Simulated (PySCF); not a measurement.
Telling isomers of C9H8N2 apart by NMR

Rapidly exchanging positions averaged, a single conformation, in vacuum, non-relativistic. Geometry from GFN2-xTB; GIAO PBE0/pcSseg-1 shieldings; PySCF.

References, each an isolated molecule treated in the same way: 1H (31.72 ppm), 13C (186.93 ppm) vs TMS. Where no couplings were computed, multiplicities follow the n + 1 count of equivalent neighbours, and m marks all less simple cases (inequivalent or close neighbours, rings, F or P nearby). Shifts are as computed. Against solution values, carbons near 30 ppm lie about +3 ppm off and those near 130 ppm about +5 ppm. Of 1211 compounds with measured shifts, 218 miss one by over three times the rms of a fit or turn the order of signals round; such compounds aren't used in these exercises.

(1) Tabulate the signals of `C/N=C/c1cccc(C#N)c1`, `C=Nc1ccn(C2=CC2=C)c1`, `C#Cc1cnnc(C=C)c1C`, `C=Nc1ccc(C)cc1C#N` and their relative energies.

(2) What is the quickest way to tell C=Nc1ccn(C2=CC2=C)c1 from C=Nc1ccc(C)cc1C#N?

(3) What is the quickest way to tell C=Nc1ccn(C2=CC2=C)c1 from C#Cc1cnnc(C=C)c1C?

(4) What is the quickest way to tell C/N=C/c1cccc(C#N)c1 from C=Nc1ccn(C2=CC2=C)c1?

Results:

(1) 
```json
{"SMILES": "C/N=C/c1cccc(C#N)c1", "carbon types": "3×C 5×CH 1×CH3", "δC": "163.4, 142.6, 141.8, 141.6, 137.1, 134.8, 124.4, 117.4, 51.7", "δH": "8.98 (d, 1H), 8.35 (s, 1H), 7.96 (m, 1H), 7.86 (s, 1H), 7.82 (m, 1H), 4.00 (s, 3H)", "E rel. (kcal/mol)": "0.0"}
{"SMILES": "C=Nc1ccn(C2=CC2=C)c1", "carbon types": "3×C 4×CH 2×CH2", "δC": "152.3, 149.8, 141.8, 127.9, 122.3, 120.8, 107.2, 105.2, 61.7", "δH": "7.90 (d, 1H), 7.32 (d, 1H), 7.02 (m, 1H), 6.89 (m, 1H), 6.77 (m, 1H), 6.73 (s, 1H), 4.01 (m, 1H), 3.91 (m, 1H)", "E rel. (kcal/mol)": "79.4"}
{"SMILES": "C#Cc1cnnc(C=C)c1C", "carbon types": "4×C 3×CH 1×CH2 1×CH3", "δC": "158.2, 155.4, 139.7, 135.6, 132.5, 125.0, 98.5, 84.3, 17.6", "δH": "9.33 (s, 1H), 8.08 (m, 1H), 7.20 (m, 1H), 6.17 (m, 1H), 3.33 (s, 1H), 2.63 (s, 3H)", "E rel. (kcal/mol)": "61.9"}
{"SMILES": "C=Nc1ccc(C)cc1C#N", "carbon types": "4×C 3×CH 1×CH2 1×CH3", "δC": "161.2, 157.3, 140.5, 139.8, 139.3, 129.5, 123.9, 102.1, 23.3", "δH": "8.02 (m, 1H), 7.87 (m, 1H), 7.75 (s, 1H), 7.64 (d, 1H), 7.38 (d, 1H), 2.50 (s, 3H)", "E rel. (kcal/mol)": "4.8"}
```

Energies are electronic energies at PBE0/pcSseg-1 on these geometries, without zero-point or thermal terms, each for the one conformer computed, which needn't be the lowest.

(2) Both give the same number of carbon signals, but DEPT or the intensities differ. The first has a terminal =CH2 carbon at 61.7 ppm, the second a methyl carbon on an aromatic ring (CH3) at 23.3 ppm. Their most deshielded carbons lie at 152.3 and 161.2 ppm.

(3) Both give the same number of carbon signals, but DEPT or the intensities differ. The first has a terminal =CH2 carbon at 61.7 ppm, the second a methyl carbon on an aromatic ring (CH3) at 17.6 ppm. Their most deshielded carbons lie at 152.3 and 158.2 ppm. In the proton spectra the most deshielded non-exchanging signals are 7.90 (d, 1H) and 9.33 (s, 1H).

(4) Both give the same number of carbon signals, but DEPT or the intensities differ. The first has a methyl carbon bonded to N (CH3) at 51.7 ppm, the second a C=N carbon (CH2) at 152.3 ppm. Their most deshielded carbons lie at 163.4 and 152.3 ppm. In the proton spectra the most deshielded non-exchanging signals are 8.98 (d, 1H) and 7.90 (d, 1H).
